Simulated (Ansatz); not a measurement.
CH₅ClSiZn, SMILES `[CH3][Zn][SiH2]Cl`, 9 atoms. The species carries charge 0 and has multiplicity 1. For Zn the d shell is correlated and the shells below it are frozen. Scalar relativity is left out up to krypton. All runs use 4 threads of a server CPU on a shared host. Correlated methods freeze the cores.

Give the basis size and wall time and peak host memory of each of these runs in Ansatz. RKS r2SCAN0-D4/def2-TZVPP energy; direct RPA on PBE orbitals with 3s3p of Cu, Zn/def2-TZVPP energy; RKS PBE0-D4/def2-SVP energy; RHF-CCSD(T) with 3s3p of Cu, Zn/def2-SVP energy; RKS PBE0-D4/def2-QZVPP energy; RKS PBE0-D4/def2-TZVP relaxation (7 steps); RHF-MP2 with 3s3p of Cu, Zn/def2-QZVPP energy; RKS SPW92 (LDA)/def2-TZVPP energy; RKS ωB97X-V/def2-TZVPP energy; RKS ωB97M-V/def2-QZVPP energy; RKS PBE0-D4/def2-TZVP frequencies; RHF-CCSD(T) with 3s3p of Cu, Zn/def2-TZVPP energy. (An estimate is asked.)

Ansatz gave: Other jobs shared the machine, so times are rough.

| level | job | functions | wall time | peak host memory (GiB) |
| --- | --- | --- | --- | --- |
| RKS PBE0-D4/def2-SVP | energy | 106 | 1.4 s | 0.23 |
| RKS SPW92 (LDA)/def2-TZVPP | energy | 249 | 1.7 s | 0.36 |
| RHF-CCSD(T) with 3s3p of Cu, Zn/def2-SVP | energy | 106 | 4.4 s | 0.42 |
| direct RPA on PBE orbitals with 3s3p of Cu, Zn/def2-TZVPP | energy | 249 | 4.4 s | 0.54 |
| RKS r2SCAN0-D4/def2-TZVPP | energy | 249 | 6.5 s | 0.8 |
| RKS ωB97X-V/def2-TZVPP | energy | 249 | 8 s | 0.9 |
| RKS PBE0-D4/def2-QZVPP | energy | 447 | 9.5 s | 1.8 |
| RHF-MP2 with 3s3p of Cu, Zn/def2-QZVPP | energy | 447 | 20 s | 2.3 |
| RKS ωB97M-V/def2-QZVPP | energy | 447 | 20 s | 2.1 |
| RKS PBE0-D4/def2-TZVP | relaxation (7 steps) | 183 | 26 s | 0.55 |
| RHF-CCSD(T) with 3s3p of Cu, Zn/def2-TZVPP | energy | 249 | 100 s | 4.8 |
| RKS PBE0-D4/def2-TZVP | frequencies | 183 | 2.1 min | 0.55 |
